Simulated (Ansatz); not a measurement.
System: AlH3S2, charge 0, singlet. AlH3S2 (SMILES [SH][AlH][SH]).
B3LYP-D3(BJ)/def2-TZVP minimum from Ansatz (a program for electronic structure):
```xyz
6

Al    -0.5780    -0.3373     0.3316
H     -1.7924    -1.0461     1.0285
S      1.4447    -0.4112     1.1578
H      1.0672    -1.1591     2.2100
S     -0.7975     0.7890    -1.5292
H     -2.1180     0.5458    -1.6071
```

Total energies in hartree (Ansatz). Open shells are spin-unrestricted; no spin-orbit coupling. Correlated methods leave the cores frozen. No relativity. Where a partner has so few electrons that a lower coupled-cluster level is exact, that level stands in.

```csv
species,HF/cc-pV(T+d)Z,CCSD(T)/cc-pV(T+d)Z,HF/cc-pV(Q+d)Z,CCSD(T)/cc-pV(Q+d)Z,CCSD(T)/cc-pV(D+d)Z,CCSDT(Q)/cc-pV(D+d)Z
1: AlH3S2 (SMILES [SH][AlH][SH]),-1038.87185,-1039.37157,-1038.88133,-1039.41646,-1039.22109,-1039.22313
2: Al (doublet),-241.87908,-241.93131,-241.88044,-241.93374,-241.92191,-241.92229
3: H (doublet),-0.49981,-0.49981,-0.49995,-0.49995,-0.49928,-0.49928
4: S (triplet),-397.50938,-397.65444,-397.51264,-397.66785,-397.60412,-397.60456
```

**Question.** Work out the atomisation energy (electronic, to ground-state atoms) in kcal/mol: take Hartree-Fock from cc-pV(Q+d)Z, extrapolate the CCSD(T) correlation energy as X^-3 (X = 3, 4), and add CCSDT(Q) - CCSD(T) in cc-pV(D+d)Z. 1 hartree = 627.51 kcal/mol.

**Answer.** 
Species 1: correlation (64·(-0.53513) - 27·(-0.49972))/37 = -0.56097; step -0.00204; E1 = -1038.88133 + (-0.56097) + (-0.00204) = -1039.44434
Species 2: correlation (64·(-0.05330) - 27·(-0.05223))/37 = -0.05408; step -0.00038; E2 = -241.88044 + (-0.05408) + (-0.00038) = -241.93490
Species 3: correlation (64·(0.00000) - 27·(0.00000))/37 = 0.00000; step +0.00000; E3 = -0.49995 + (0.00000) + (+0.00000) = -0.49995
Species 4: correlation (64·(-0.15521) - 27·(-0.14506))/37 = -0.16262; step -0.00044; E4 = -397.51264 + (-0.16262) + (-0.00044) = -397.67570
-1·E1 +1·E2 +3·E3 +2·E4 = 0.65819 hartree = 413.0 kcal/mol.
